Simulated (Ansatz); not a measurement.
Coupled-cluster run, the Cu atom.

```yaml
crystal:
  periodic: [false, false, false]
  atoms:
    - {symbol: Cu, position_ang: [0.000000, 0.000000, 0.000000]}
basis:
  gaussian: {orbitals: def2-SVP}
magnetization: {spin_polarized: true, initial_magnetization: 1}
correlation: {method: ccsd_t, frozen_orbitals: {Cu: 9}}
scf: {omitted_lower_state_checks: [cluster_reference]}
```

```sh
$ ansatz run in.yaml --threads 2 --pin off --events-out ev --progress --plain
```

Output of Ansatz, abridged:

```
Functional definition: HF
237 factors; integrals over basis functions are off by at most 2.1e-4 eV
mean field evaluation 1: about -44587.7206 eV, gradient 3.3e1 eV
mean field evaluation 2: about -44587.7221 eV, gradient 3.3e1 eV
mean field evaluation 4: about -44590.9483 eV, gradient 1.5e0 eV
mean field evaluation 8: about -44590.9880 eV, gradient 3.7e-5 eV
mean field -44590.98797719 eV, -1638.6885833043 hartree, gradient 1.7e-6 eV, S^2 0.750546; 10 other end points of the search recorded, 0 dependent functions left out
9 core orbitals not correlated: weight in the atoms' cores, before any rotation towards them, 1.000 or more for the frozen orbitals, at most 0.000 for the correlated occupied ones
reference -44590.98797719 eV, -1638.6885833043 hartree; 6, 5 occupied and 16, 17 virtual orbitals, 237 factors
second order -7.69269840 eV of doubles, -0.00000000 eV of singles
cycle   1  -6.50519101 eV  change     1.2e0 eV  update   8.8e-2
cycle   2  -6.82568544 eV  change   -3.2e-1 eV  update   3.9e-2
cycle   3  -6.85504224 eV  change   -2.9e-2 eV  update   8.8e-3
cycle   4  -6.85115197 eV  change    3.9e-3 eV  update   1.6e-3
cycle   5  -6.85154354 eV  change   -3.9e-4 eV  update   3.0e-4
cycle   6  -6.85140799 eV  change    1.4e-4 eV  update   4.9e-5
cycle   7  -6.85137861 eV  change    2.9e-5 eV  update   1.9e-5
cycle   8  -6.85140054 eV  change   -2.2e-5 eV  update   4.9e-6
cycle   9  -6.85139756 eV  change    3.0e-6 eV  update   9.7e-7
perturbative correction -0.31243722 eV, -0.0114818562 hartree
Total energy: -44598.15181197 eV, -1638.9518493770 hartree
Checks for a lower state left out: cluster_reference
```

Hardware: 2 threads of a server CPU on a shared host. Wall time 1.3 s, peak host memory 0.1 GiB.

Correlation energy per correlated electron: -0.651 eV. T1 diagnostic: 0.0115.
